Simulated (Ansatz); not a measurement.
Calculated with Ansatz (gas phase, PBE0-D4/def2-TZVP geometries, no zero-point term in ΔE). CCSD(T)/CBS is the MP2 limit (def2-TZVPP, def2-QZVPP) plus CCSD(T) − MP2 in def2-TZVPP, frozen cores. Functionals use def2-TZVPP. For Ge outer-core shells are correlated without core-valence functions, which leaves a few kJ/mol of doubt a bond. Scalar relativity is left out up to krypton. Each species was taken in one conformer, which may not be the lowest.

`[SiH3][S][AlH][SH]` + `[OH][GeH]([OH])[F]` → `[OH][AlH][SH]` + `[OH][GeH]([F])[S][SiH3]`  (redistribution)

`[SiH3][S][AlH][SH]`:

Cartesian coordinates in Å:
```
Si 1.489 0.150 0.461
S 0.660 -1.401 -0.749
Al -1.421 -0.780 -0.953
S -2.289 0.922 0.095
H 2.906 -0.213 0.700
H 0.781 0.259 1.764
H 1.416 1.466 -0.223
H -2.349 -1.610 -1.913
H -1.191 1.206 0.817
```

`[OH][GeH]([OH])[F]`:

```xyz
7

O    -1.120    0.013    0.963
Ge    0.005    0.273   -0.363
O     0.621   -1.280   -0.878
F     1.284    1.223    0.325
H    -1.000    0.647    1.674
H    -0.548    1.011   -1.574
H     0.758   -1.887   -0.146
```

`[OH][AlH][SH]`:

```xyz
6

O     1.122   -0.561    0.844
Al   -0.357   -0.629    0.029
S    -1.168    1.081   -1.063
H     1.702    0.195    0.897
H    -1.166   -1.973    0.062
H    -0.133    1.887   -0.769
```

`[OH][GeH]([F])[S][SiH3]`:

```xyz
10

O    -0.710   -0.769   -1.354
Ge    1.007   -0.630   -0.974
F     1.511    0.808   -1.813
S     1.205   -0.389    1.188
Si   -0.683    0.580    1.558
H    -0.948   -0.251   -2.128
H     1.862   -1.774   -1.521
H    -0.908    1.682    0.594
H    -0.533    1.127    2.929
H    -1.803   -0.385    1.521
```

```
          level  ΔE (eV)
      r2SCAN-D4    -0.27
            PBE    -0.27
CCSD/def2-TZVPP    -0.25
  MP2/CBS(def2)    -0.27
```

Problem. What does CCSD(T)/CBS give? (Estimate.)

Solution. Computed: -0.26 eV. The listed levels differ from it by -0.01, -0.01, 0.01, -0.01 eV.

Largest T1 diagnostic among the species: 0.012.
